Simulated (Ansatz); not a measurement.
CH$_{5}$BSe, SMILES `B[Se]C`, relaxed with RKS PBE0-D4/def2-TZVP in Ansatz from a PBE-D4/def2-SVP geometry. The force threshold is 0.005 eV/Å; the program also tests the step.

The species carries charge 0 and has multiplicity 1.

Start:

```xyz
8

B     0.683    1.485    0.418
Se   -0.743    0.348    0.931
C    -0.561   -1.173   -0.310
H     1.429    1.181   -0.491
H     0.788    2.514    1.052
H     0.214   -0.938   -1.061
H    -1.535   -1.344   -0.805
H    -0.275   -2.073    0.265
```

Q: By how much does the energy fall, and how many steps does the optimiser take? (An estimate is asked.)

A: The calculation gave: 0.03 eV, in 11 steps, 1 of them rejected.

Q: Which bonds change most? (Estimate.)

A: The calculation gave: B1–H5 from 1.213 to 1.192 Å; B1–H4 from 1.214 to 1.193 Å; Se2–C3 from 1.971 to 1.951 Å; C3–H8 from 1.106 to 1.088 Å.

Q: Give the relaxed structure. (Best estimate.)

A: Computed: 
```xyz
8

B     0.666    1.477    0.404
Se   -0.703    0.311    0.965
C    -0.546   -1.167   -0.299
H     1.357    1.197   -0.526
H     0.787    2.486    1.028
H     0.264   -0.953   -0.991
H    -1.487   -1.270   -0.836
H    -0.338   -2.081    0.255
```
